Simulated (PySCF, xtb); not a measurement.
C3H5BO2, SMILES C=CB(O)C=O. One conformer was computed; it need not be the lowest.

Harmonic wavenumbers (cm⁻¹) from GFN2-xTB (xtb 6.7.1) at its own minimum, in rising order: 49, 109, 140, 204, 322, 374, 541, 568, 721, 754, 846, 928, 935, 1021, 1038, 1130, 1300, 1341, 1372, 1407, 1650, 1720, 2718, 3032, 3082, 3118, 3485.

Task: What does PBE-D3(BJ)/def2-SVP (PySCF) give at its own minimum? (An estimate is asked for; the answer gives what the named calculation found.)

Result: 64, 161, 169, 251, 380, 386, 580, 589, 769, 797, 939, 968, 974, 996, 1015, 1207, 1271, 1344, 1370, 1431, 1632, 1708, 2783, 3053, 3065, 3152, 3451. Paired by order, the mean absolute difference is 34 cm⁻¹ and the zero-point energies are 48.5 and 49.3 kcal/mol.
